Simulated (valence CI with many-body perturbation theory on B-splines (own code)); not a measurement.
**Ta39+: E2, M1, M2 decay**

Level of theory: relativistic CI+MBPT: six valence electrons over a frozen Dirac-Fock core [Ar] 3d10, radial functions for each j: 9 s, 9 p, 8 d, 6 f, 3 g, 1 h, with the one-electron correlation potential Σ1, the two-electron term Σ2, the three-electron term Σ3, Breit, model QED; selected CI, second order for the rest, scaled by the run's own slope (own B-spline code, finite nucleus).

The last digits are not significant, and no measured levels were compared; by estimate large intervals hold to a few tenths of a per cent, small ones and those within an open d or f shell to about a per cent. Among the levels kept, up to 640 cm⁻¹ of a level comes from second order outside the variational space, and about a tenth of that is noise between levels of different J, which matters for small intervals.

Lines 1 to 28 of 28 in falling wavelength, among levels below 2314600 cm⁻¹, chosen from the decays that carry over 1 % of a level's rate. Wavelengths and rates use the calculated energies. Electric multipoles are in the length gauge with retardation, E1 and E2 with the static RPA response of the core. M1 uses the relativistic operator with retardation. Weak lines are less certain than strong ones. Lines between different terms over intervals too small for the method are left out, as are lines whose strength nearly cancels.

Levels are named by their leading jj configuration (3d3/2^4 stands for four electrons in 3d with j = 3/2), which in mixed levels can hold well under half, so a name can repeat and another be missing. Letters in brackets count levels of one name in rising energy.

| λ vac (Å) | Upper | Lower | Type | A (s⁻¹) | Branch % |
| --- | --- | --- | --- | --- | --- |
| 1439 | (4s^2 4p1/2^2 4p3/2^2) J=0 | (4s^2 4p1/2^2 4p3/2^2) J=2 | E2 | 5.39e+00 | 100.0 |
| 751.3 | (4s^2 4p1/2^2 4p3/2 4d5/2) J=4 | (4s^2 4p1/2^2 4p3/2 4d3/2) J=3 | M1 | 2.92e+04 | 82.2 |
| 676.8 | (4s^2 4p1/2 4p3/2^2 4d5/2) J=5 | (4s^2 4p1/2 4p3/2^2 4d3/2) J=4 | M1 | 3.56e+04 | 3.1 |
| 591.3 | (4s^2 4p1/2 4p3/2^2 4d5/2) J=4 [b] | (4s^2 4p1/2 4p3/2^2 4d3/2) J=3 [a] | M1 | 2.78e+04 | 2.4 |
| 221.8 | (4s^2 4p1/2 4p3/2^2 4d3/2) J=4 | (4s^2 4p1/2^2 4p3/2 4d5/2) J=3 | M1 | 2.91e+04 | 2.7 |
| 184.9 | (4s^2 4p1/2 4p3/2^2 4d5/2) J=4 [a] | (4s^2 4p1/2^2 4p3/2 4d5/2) J=3 | M1 | 1.33e+06 | 25.9 |
| 179.9 | (4s^2 4p1/2 4p3/2^2 4d3/2) J=4 | (4s^2 4p1/2^2 4p3/2 4d5/2) J=4 | M1 | 1.76e+04 | 1.6 |
| 170.8 | (4s^2 4p1/2 4p3/2^2 4d5/2) J=4 [b] | (4s^2 4p1/2^2 4p3/2 4d5/2) J=3 | M1 | 3.96e+05 | 33.8 |
| 167.0 | (4s^2 4p1/2 4p3/2^2 4d5/2) J=5 | (4s^2 4p1/2^2 4p3/2 4d5/2) J=3 | E2 | 2.64e+04 | 2.3 |
| 161.6 | (4s^2 4p1/2 4p3/2^3) J=1 | (4s^2 4p1/2^2 4p3/2^2) J=0 | M1 | 1.58e+06 | 23.5 |
| 154.8 | (4s^2 4p1/2 4p3/2^2 4d5/2) J=4 [a] | (4s^2 4p1/2^2 4p3/2 4d5/2) J=4 | M1 | 3.66e+06 | 71.0 |
| 152.8 | (4s^2 4p1/2 4p3/2^3) J=2 | (4s^2 4p1/2^2 4p3/2^2) J=0 | E2 | 3.67e+04 | 1.1 |
| 145.3 | (4s^2 4p1/2 4p3/2^3) J=1 | (4s^2 4p1/2^2 4p3/2^2) J=2 | M1 | 5.04e+06 | 74.7 |
| 145.3 | (4s^2 4p1/2 4p3/2^3) J=1 | (4s^2 4p1/2^2 4p3/2^2) J=2 | E2 | 1.24e+05 | 1.8 |
| 145.1 | (4s^2 4p1/2 4p3/2^2 4d3/2) J=4 | (4s^2 4p1/2^2 4p3/2 4d3/2) J=3 | M1 | 8.67e+05 | 80.5 |
| 145.1 | (4s^2 4p1/2 4p3/2^2 4d3/2) J=4 | (4s^2 4p1/2^2 4p3/2 4d3/2) J=3 | E2 | 1.07e+05 | 10.0 |
| 144.9 | (4s^2 4p1/2 4p3/2^2 4d5/2) J=4 [b] | (4s^2 4p1/2^2 4p3/2 4d5/2) J=4 | M1 | 5.69e+05 | 48.6 |
| 144.9 | (4s^2 4p1/2 4p3/2^2 4d5/2) J=4 [b] | (4s^2 4p1/2^2 4p3/2 4d5/2) J=4 | E2 | 7.52e+04 | 6.4 |
| 142.3 | (4s^2 4p1/2 4p3/2^2 4d5/2) J=4 [b] | (4s^2 4p1/2^2 4p3/2 4d5/2) J=2 | E2 | 5.62e+04 | 4.8 |
| 142.1 | (4s^2 4p1/2 4p3/2^2 4d5/2) J=5 | (4s^2 4p1/2^2 4p3/2 4d5/2) J=4 | M1 | 9.69e+05 | 84.6 |
| 142.1 | (4s^2 4p1/2 4p3/2^2 4d5/2) J=5 | (4s^2 4p1/2^2 4p3/2 4d5/2) J=4 | E2 | 1.07e+05 | 9.4 |
| 139.6 | (4s^2 4p3/2^4) J=0 | (4s^2 4p1/2 4p3/2^3) J=2 | E2 | 6.21e+05 | 4.1 |
| 139.0 | (4s^2 4p1/2 4p3/2^2 4d3/2) J=4 | (4s^2 4p1/2^2 4p3/2 4d3/2) J=2 | E2 | 5.24e+04 | 4.9 |
| 138.1 | (4s^2 4p1/2 4p3/2^3) J=2 | (4s^2 4p1/2^2 4p3/2^2) J=2 | M1 | 3.17e+06 | 93.0 |
| 138.1 | (4s^2 4p1/2 4p3/2^3) J=2 | (4s^2 4p1/2^2 4p3/2^2) J=2 | E2 | 2.02e+05 | 5.9 |
| 133.0 | (4s^2 4p3/2^4) J=0 | (4s^2 4p1/2 4p3/2^3) J=1 | M1 | 1.40e+07 | 92.8 |
| 128.4 | (4s^2 4p1/2 4p3/2^2 4d5/2) J=4 [a] | (4s^2 4p1/2^2 4p3/2 4d3/2) J=3 | M1 | 1.09e+05 | 2.1 |
| 72.97 | (4s^2 4p1/2^2 4p3/2 4d5/2) J=4 | (4s^2 4p1/2^2 4p3/2^2) J=2 | M2 | 6.29e+03 | 17.7 |
